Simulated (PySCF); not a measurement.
# CdH: input and log

State: ²Σ⁺ (doublet), unpaired electrons σ ↑.

An equivalent input (the run itself took its basis sets from the Basis Set Exchange, started from a PBE0 density and held the occupation σ 5α 4β, πx 2α 2β, πy 2α 2β, δx 1α 1β, δy 1α 1β):

```python
from pyscf import gto, scf, cc
mol = gto.M(atom='Cd 0 0 0; H 0 0 1.776', basis={'Cd': 'def2-SVPD', 'H': 'def2-SVPD'}, ecp={'Cd': 'def2-SVPD'},
            charge=0, spin=1, verbose=4, symmetry='C2v')
mf = scf.UHF(mol)
mf.irrep_nelec = {'A1': (6, 5), 'A2': (1, 1), 'B1': (2, 2), 'B2': (2, 2)}
mf.conv_tol = 1e-9
mf.max_cycle = 60
mf.diis_space = 10
mf.kernel()
mycc = cc.CCSD(mf, frozen=[[41], [41]])
mycc.run(conv_tol=1e-7, conv_tol_normt=1e-5, max_cycle=80, diis_space=8)
et = mycc.ccsd_t()
```

The SCF ended at -167.36800236 hartree. The coupled-cluster part of the log:

```
******** <class 'pyscf.cc.uccsd.UCCSD'> ********
CC2 = 0
CCSD nocc = (11, 10), nmo = (41, 41)
frozen orbitals [[41], [41]]
max_cycle = 80
direct = 0
conv_tol = 1e-07
conv_tol_normt = 1e-05
diis_space = 8
diis_start_cycle = 0
diis_start_energy_diff = 1e+09
Init t2, MP2 energy = -0.373479187097313
Init E_corr(UCCSD) = -0.373479187102161
cycle = 1  E_corr(UCCSD) = -0.356610877378277  dE = 0.0168683097  norm(t1,t2) = 0.0776334
cycle = 2  E_corr(UCCSD) = -0.364964820611024  dE = -0.00835394323  norm(t1,t2) = 0.0282566
cycle = 3  E_corr(UCCSD) = -0.365743186830952  dE = -0.00077836622  norm(t1,t2) = 0.0176351
cycle = 4  E_corr(UCCSD) = -0.367427421264318  dE = -0.00168423443  norm(t1,t2) = 0.00883772
cycle = 5  E_corr(UCCSD) = -0.367353993378816  dE = 7.34278855e-05  norm(t1,t2) = 0.00335463
cycle = 6  E_corr(UCCSD) = -0.36730346787881  dE = 5.05255e-05  norm(t1,t2) = 0.00140235
cycle = 7  E_corr(UCCSD) = -0.367336317759493  dE = -3.28498807e-05  norm(t1,t2) = 0.00052481
cycle = 8  E_corr(UCCSD) = -0.367338708882935  dE = -2.39112344e-06  norm(t1,t2) = 0.000146747
cycle = 9  E_corr(UCCSD) = -0.367335153815386  dE = 3.55506755e-06  norm(t1,t2) = 5.24686e-05
cycle = 10  E_corr(UCCSD) = -0.367334810548827  dE = 3.43266558e-07  norm(t1,t2) = 1.17912e-05
cycle = 11  E_corr(UCCSD) = -0.367334987430522  dE = -1.76881694e-07  norm(t1,t2) = 4.14938e-06
cycle = 12  E_corr(UCCSD) = -0.36733488721643  dE = 1.00214092e-07  norm(t1,t2) = 1.03518e-06
cycle = 13  E_corr(UCCSD) = -0.367334887090479  dE = 1.25950916e-10  norm(t1,t2) = 3.43118e-07
UCCSD converged
E(UCCSD) = -167.7353372518063  E_corr = -0.3673348870904788
UCCSD(T) correction = -0.00837712875244372
```

T1 diagnostic 0.018, D1 0.083, 21 electrons correlated, 1 of the virtual orbitals (those above 20 hartree) left out.

Repeating this along the bond gives Re = 1.760 Å and ωe = 1438 cm⁻¹.

A point of this curve took 7.2 CPU seconds beside 0.042 for the integrals, on Arm Neoverse V2 (shared host).

Correlated steps freeze no core orbitals. Spin–orbit coupling is left out. The state is the lowest determinant that a PBE0 search found; another state may lie lower at other levels.
